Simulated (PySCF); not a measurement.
**HfO and its ions**

PBE; PySCF, scalar-relativistic core potentials, basis sets Hf def2-TZVPPD with ECP60, O def2-TZVPPD. Neutral (UKS): singlet (closed shell), Re = 1.736 Å, ωe = 956 cm⁻¹, HOMO -5.05 eV, LUMO -3.46 eV.

HfO⁺ (UKS): doublet (σ ↑), Re = 1.708 Å, ωe = 1001 cm⁻¹. The energies at the minima are -123.21116 hartree for HfO and -122.92900 for HfO⁺.

(1) Work out the adiabatic ionisation energy, without and with harmonic zero-point energies (1 hartree = 27.2114 eV, 1 eV = 8065.5 cm⁻¹), and the change of the bond length.

De is left out where the level can put another filling of the metal’s s and d shells below the measured ground configuration, by anything from nothing to about 1 eV. Spin–orbit coupling is left out, which matters for elements this heavy, above all for dissociation energies. The state is the lowest single determinant that the PBE0 search found; with open d or f shells the true ground state can be another one.

Results:

(1) At PBE: 0.28216 hartree = 7.678 eV between the minima; the zero-point term (1001.0 − 956.0)/2 cm⁻¹ = +0.003 eV makes it 7.681 eV. Re changes by -2.8 pm against the neutral. Minus the HOMO energy is 5.05 eV, -2.63 eV from the value between the minima; self-interaction puts the Kohn–Sham level too high, less so with exact exchange. The electron leaves a σ orbital; in so polar a molecule the change of length follows mostly from the change of the ionic charges.
